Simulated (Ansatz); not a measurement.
# GaHCl2O (SMILES [OH][Ga]([Cl])[Cl]): the energy to break a bond

The species is GaHCl2O (5 atoms), meant as a singlet with charge 0. As SMILES, `[OH][Ga]([Cl])[Cl]`. Geometry: optimised at PBE0/def2-SVP.

```xyz
5

O     0.2542    1.3550    0.2457
Ga    0.1171   -0.3940    0.0554
Cl    1.5060   -1.6389    1.0623
Cl   -1.4141   -1.2449   -1.1609
H    -0.4133    1.8492   -0.2438
```

Wanted: the dissociation energy of the H5–O1 bond into doublet H and doublet GaCl2O (shapes relaxed at PBE0/def2-SVP, no zero-point term). 1 Eh = 2625.50 kJ/mol = 27.2114 eV. Totals in Eh; open shells run unrestricted unless said.

```
           level  program       GaHCl2O  doublet H  doublet GaCl2O
  SVWN5/def2-SVP   Ansatz  -2914.108064  -0.477468    -2913.411334
PBE0-D4/def2-SVP   Ansatz  -2919.997104  -0.500291    -2919.305680
wB97M-V/def2-SVP   Ansatz  -2920.464248  -0.491712    -2919.774532
```

Question: Work out the dissociation energy at each level.

Answer: 
1. SVWN5/def2-SVP: (-0.477468) + (-2913.411334) − (-2914.108064) = 0.219262 Eh = 575.7 kJ/mol = 5.97 eV.
2. PBE0-D4/def2-SVP: (-0.500291) + (-2919.305680) − (-2919.997104) = 0.191133 Eh = 501.8 kJ/mol = 5.20 eV.
3. wB97M-V/def2-SVP: (-0.491712) + (-2919.774532) − (-2920.464248) = 0.198004 Eh = 519.9 kJ/mol = 5.39 eV.

The levels span 502 to 576 kJ/mol; no measured value is set beside them. A bond enthalpy at 298 K also holds the loss of zero-point energy and thermal terms.
